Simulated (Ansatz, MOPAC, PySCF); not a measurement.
Molecule: SiPH4, charge -1, multiplicity 1. SMILES: [SiH3][PH-]
Coordinates optimised at B3LYP-D3(BJ)/def2-TZVP (Ansatz, an electronic-structure program):
```xyz
6

Si    -0.9754     0.1096     0.1952
P      1.1345    -0.1886    -0.2861
H     -1.8218    -0.8234    -0.6279
H     -1.6242     1.4545    -0.0615
H     -1.4717    -0.1519     1.6026
H      1.5563     0.8159     0.6449
```
Charge -1, spin multiplicity 1.

Unscaled harmonic wavenumbers (cm⁻¹) in rising order, each level at the stationary point that it reaches from this structure (no distance between atoms moves by over 0.3 Å); the order of modes can differ between levels, and a negative number is imaginary. B3LYP-D3(BJ)/def2-TZVP (PySCF, at the structure above): 224, 485, 488, 589, 778, 931, 952, 1002, 1982, 2026, 2088, 2272.

AM1 (MOPAC): 106, 300, 404, 413, 652, 770, 834, 861, 2159, 2186, 2233, 2506. Zero-point energy 19.2 against 19.8 kcal/mol; where all levels lie over 400 cm⁻¹, the wavenumbers are on average 0.927 times those of B3LYP-D3(BJ)/def2-TZVP.

HF/3-21G (Ansatz): 225, 416, 527, 609, 863, 1021, 1023, 1080, 2069, 2108, 2156, 2228. Zero-point energy 20.5 against 19.8 kcal/mol; where all levels lie over 400 cm⁻¹, the wavenumbers are on average 1.057 times those of B3LYP-D3(BJ)/def2-TZVP.
